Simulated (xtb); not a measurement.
xtb input:

```bash
xtb mol.xyz --gfn 1 --opt tight --chrg 0 --uhf 0
```
mol.xyz:
```
14

C      2.32745998     0.39793395    -0.38033625
O      1.17419557    -0.39889364    -0.30095419
Al    -0.45837062    -0.11534425     0.07157025
C     -1.05269964     1.69941599     0.49936877
C     -1.63741917    -1.66713217     0.02774473
H      2.74770511     0.35257207    -1.38976415
H      3.08711309     0.03114032     0.31678636
H      2.12933374     1.45036068    -0.14319097
H     -1.78066962     1.70062257     1.31532209
H     -0.23109382     2.36130254     0.78182049
H     -1.55153356     2.15481316    -0.36256246
H     -2.51853207    -1.48254560    -0.59384366
H     -2.01019291    -1.90499611     1.02899844
H     -1.13092340    -2.55395191    -0.35700948
```

Problem. What final total energy does it print?

Solution. -17.21568 Eh (GFN1-xTB).
